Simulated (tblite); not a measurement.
Species: C₃H₇F₂Si₂ (doublet state).
Geometry (GFN2-xTB, Å), atoms numbered from 1 in this order:
```
atom  x, y, z in Å
C1    -1.891   -1.292   -0.802
C2    -0.942   -0.484   -0.303
Si3    0.715   -0.114   -1.063
Si4    2.369    0.910    0.138
C5    -1.221    0.253    0.966
F6    -0.338   -0.102    1.946
F7    -1.044    1.597    0.809
H8    -1.725   -1.844   -1.709
H9    -2.846   -1.427   -0.319
H10    0.862   -1.070   -2.166
H11    1.968    2.273    0.494
H12    2.783    0.219    1.364
H13    3.543    0.983   -0.744
H14   -2.234    0.097    1.368
```

All values are computed: GFN2-xTB (tblite) harmonic vibrations without scaling, gas phase. Against measured fundamentals such values can be off by several per cent, at times by over 20. Modes of hydrogen on silicon can be 10 to 20 % off. One conformer, not necessarily the lowest. Open shells enter through the occupations alone, without spin polarisation, and single modes of such species can be off by tens of per cent.

Harmonic wavenumbers (cm⁻¹): 35.5, 53.6, 74.7, 81.7, 173.8, 197.7, 239.3, 307.6, 427.1, 435.4, 464.5, 491.3, 507.0, 574.8, 647.2, 661.2, 677.9, 778.7, 790.9, 818.1, 838.6, 926.8, 974.5, 1052.9, 1202.9, 1255.8, 1267.6, 1400.5, 1564.1, 2196.3, 2208.7, 2215.7, 2237.8, 2890.8, 3085.6, 3136.0.

A = 2269, B = 1337, C = 1004 MHz; mass 137.005 u (most abundant isotopes); point group C1, symmetry number 1; spin multiplicity 2.

**Question.** Zero-point energy?

**Answer.** Half the sum of the wavenumbers: 18446 cm⁻¹ = 220.67 kJ/mol.

**Question.** Entropy at 273.15 K, 1 bar (ideal gas, RRHO, classical rotation)?

**Answer.** Translation 168.40, rotation 120.44, vibration 124.86, spin (R ln 2) 5.76: S = 419.5 J/(mol K).

**Question.** And Cp and H(273.15 K) − H(0)?

**Answer.** Cp = 150.02 J/(mol K), of which vibrations give 116.77 (their classical limit is 36 R = 299.3); H(273.15 K) − H(0) = 26.09 kJ/mol without the zero-point energy, 17.01 from vibrations.

**Question.** Which modes carry the vibrational entropy at 273.15 K?

**Answer.** 35.5 cm⁻¹: 22.27; 53.6 cm⁻¹: 18.86; 74.7 cm⁻¹: 16.12; 81.7 cm⁻¹: 15.39; 173.8 cm⁻¹: 9.33; 197.7 cm⁻¹: 8.34 J/(mol K); the other 30 give 34.54 together.

**Question.** Blend soft modes into free rotors: weight 1/[1 + (100 cm⁻¹/ν̃)⁴] for the oscillator and the rest for a rotor with moment μB/(μ + B), μ = h/(8π²ν), B = 10⁻⁴⁴ kg m². What vibrational entropy results?

**Answer.** 109.76 J/(mol K) in place of 124.86, which changes −T·S at 273.15 K by +4.12 kJ/mol.

**Question.** How do the functions run with temperature in this model?

**Answer.** 
```csv
T (K),S (J/(mol K)),Cp (J/(mol K)),H − H(0) (kJ/mol),G − H(0) (kJ/mol),ln q(vib)
150,345.1,101.8,10.51,-41.25,4.04
250,406.5,141.6,22.72,-78.92,6.89
298.15,433.0,158.6,29.95,-99.14,8.21
400,483.9,188.4,47.69,-145.88,10.91
600,568.6,228.8,89.73,-251.44,15.82
900,669.0,265.2,164.34,-437.72,22.29
```

q(vib) and H(0) count from the zero-point level.

**Question.** What must be added to the electronic energy to get the Gibbs energy at 273.15 K and 1 bar?

**Answer.** ZPE + [H(273.15 K) − H(0)] − T·S = 220.67 + 26.09 − 114.57 = 132.19 kJ/mol.

Hindered rotation and anharmonicity are outside this model. Other conformers, if any are populated, would add a mixing term that is left out. The structure is chiral; the term R ln 2 for an equal mix with its mirror image is left out.
